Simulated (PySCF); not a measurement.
**H (hydrogen, neutral): UHF calculation**

Configuration: 3d1, 2D determinant (an excited configuration). Calculation: PySCF 2.14, in x2c-QZVPPall with one added diffuse shell each of s, p, d type (5s4p3d1f, 39 functions); scalar relativity by spin-free X2C-1e.

| Item | Value |
| --- | --- |
| Total energy | 0.334556 hartree |
| One-electron energy | 0.3346 hartree |
| Hartree (Coulomb) energy | 0.1718 hartree |
| Exchange energy | -0.1718 hartree |
| ⟨S²⟩ | 0.7500 |
| ⟨L²⟩ | 6.000 |
| Sum of ⟨r⟩ | 2.884 bohr |
| Sum of ⟨r²⟩ | 8.829 bohr² |
| Traceless quadrupole moment −½Σ⟨3z² − r²⟩ along its main axis | 2.52 e·bohr² |
| Langevin diamagnetic susceptibility | -6.99 ×10⁻⁶ cm³/mol |

| shell | electrons | mean orbital energy (hartree) | rms radius, mean of both spins (bohr) |
| --- | --- | --- | --- |
| 3d α | 1 | 0.33456 | 2.97 |

The outer electron is Rydberg-like, and this basis confines it to a smaller radius and binds it less than a complete one would. At UHF the highest occupied level has a positive energy, so only the finite basis holds that electron; for this excited configuration the basis is too tight for the outer shell.

Spin-orbit constants ζ (cm⁻¹) from the X2C one-electron operator on these orbitals: bare nucleus, nucleus screened by l(l+1)(2l+1)/3 electrons, and screened by the Breit-Pauli mean field of the electrons.

| shell | bare | screened nucleus | mean field |
| --- | --- | --- | --- |
| 3d | 0.3917 | 0.3917 | 0.3250 |

To first order the Landé constant is A = 0.3250 cm⁻¹, so the lowest level has J = 3/2 and lies 6.04e-05 eV below the centre of the term.
